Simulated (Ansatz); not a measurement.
Cost and result for the atomization energy of `N[SiH2]O[SiH2]N` (13 atoms, 12 bonds).

Cartesian coordinates in Å:
```
N 1.441 -1.482 -1.281
Si 0.664 0.008 -1.575
O -0.576 0.384 -0.574
Si -1.036 1.071 0.838
N -1.009 0.058 2.211
H 1.001 -2.359 -1.506
H 2.121 -1.586 -0.547
H 1.703 1.061 -1.440
H 0.088 -0.055 -2.937
H -2.436 1.513 0.643
H -0.114 2.199 1.126
H -0.152 -0.149 2.696
H -1.695 -0.665 2.345
```

The species carries charge 0 and has multiplicity 1. The structure was optimised at the PBE0-D4/def2-TZVP level. It is one conformer, not always the lowest. Program: Ansatz. All runs use 4 threads of an Intel Xeon on a shared host. Times are those of one run each, without the atoms' runs, and a repeat can differ threefold. Electronic energies, without spin–orbit coupling; frozen cores. CCSD(T)/CBS adds CCSD(T) − MP2 in def2-TZVPP to the MP2 limit, and its time is that of the two runs behind it. T1 = 0.011. B3LYP takes the VWN-RPA correlation (the form of Gaussian; ORCA's B3LYP/G).

CCSD(T)/CBS is a level of theory with its own doubt, some kJ/mol a heavy atom from the limit and from the frozen cores, so smaller differences don't rank the functionals.

```
                             level  functions  wall time
   PBE-D4/def2-TZVPP (with forces)        289      2.7 s
                PBE0-D4/def2-TZVPP        289        3 s
r2SCAN-D4/def2-TZVPP (with forces)        289        4 s
 B3LYP-D4/def2-TZVPP (with forces)        289      4.7 s
                 B2PLYP/def2-TZVPP        289        6 s
                ωB97X-V/def2-TZVPP        289      7.5 s
  ωB97M-V/def2-TZVPP (with forces)        289       11 s
                    MP2/def2-QZVPP        551       22 s
                CCSD(T)/def2-TZVPP        289    2.3 min
                 CCSD(T)/CBS(def2)          –    2.6 min
```

What atomization energy does each give, and how far from CCSD(T)/CBS? (An estimate is asked.)

The calculation gave: 
| level | atomization (kcal/mol) | difference from CCSD(T)/CBS | per bond |
| --- | --- | --- | --- |
| PBE-D4/def2-TZVPP (with forces) | 1098.2 | -2.0 | -0.2 |
| PBE0-D4/def2-TZVPP | 1081.9 | -18.3 | -1.5 |
| r2SCAN-D4/def2-TZVPP (with forces) | 1089.7 | -10.5 | -0.9 |
| B3LYP-D4/def2-TZVPP (with forces) | 1098.2 | -2.0 | -0.2 |
| B2PLYP/def2-TZVPP | 1084.9 | -15.3 | -1.3 |
| ωB97X-V/def2-TZVPP | 1103.2 | 3.0 | 0.2 |
| ωB97M-V/def2-TZVPP (with forces) | 1101.3 | 1.1 | 0.1 |
| MP2/def2-QZVPP | 1097.4 | -2.8 | -0.2 |
| CCSD(T)/def2-TZVPP | 1064.2 | -36.0 | -3.0 |
| CCSD(T)/CBS(def2) | 1100.2 | 0.0 | 0.0 |

The D4 term adds +10.1 kcal/mol with B3LYP and +5.4 kcal/mol with PBE0; it sums over pairs of atoms, weighted by their polarisabilities, and B3LYP, whose exchange is more repulsive, gets the larger term. From PBE to PBE0 (25 % exact exchange), in def2-TZVPP and without D4, the atomization energy moves by −15.4 kcal/mol: exact exchange takes away binding that semilocal exchange gives to molecules. In def2-TZVPP, CCSD(T) changes the Hartree–Fock value by +281.9 kcal/mol (the triples alone add +13.5 kcal/mol) and MP2 by +293.3 kcal/mol; breaking electron pairs costs correlation energy, which Hartree–Fock lacks.
